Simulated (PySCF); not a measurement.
Compound: benzonitrile, C7H5N.
Numbering: `[N:1]#[C:2][c:3]1[cH:4][cH:5][cH:6][cH:7][cH:8]1` (hydrogens: H9 on C4; H10 on C5; H11 on C6; H12 on C7; H13 on C8)

The closed-shell ground state was solved at several levels (PySCF, density fitting, gas phase, non-relativistic). Geometry: GFN2-xTB; no solvent, vibrations or thermal averaging.

```csv
level,basis functions,HOMO (eV),LUMO (eV),gap (eV),dipole (D)
B3LYP/pcJ-1,266,-7.62,-1.75,5.87,4.61
PBE0/pcSseg-1,161,-7.88,-1.60,6.28,4.60
```

Q: Estimate the row for wB97X-D/def2-SVPD, a basis of 200 functions; the other rows only guide the guess.

A: HOMO -9.61 eV, LUMO 0.07 eV, gap 9.68 eV, dipole 4.71 D.

Q: Over all these levels, which gives the widest orbital gap and which the narrowest?

A: wB97X-D/def2-SVPD (range-separated hybrid) has the widest, 9.68 eV, and B3LYP/pcJ-1 (global hybrid, 20 % exact exchange) the narrowest, 5.87 eV. Functional and basis both differ between the two, so the spread mixes both effects.

Q: How far do the dipole and the HOMO energy spread over the levels?

A: The dipole runs from 4.60 to 4.71 D (mean 4.64 D) and the HOMO from -9.61 to -7.62 eV.
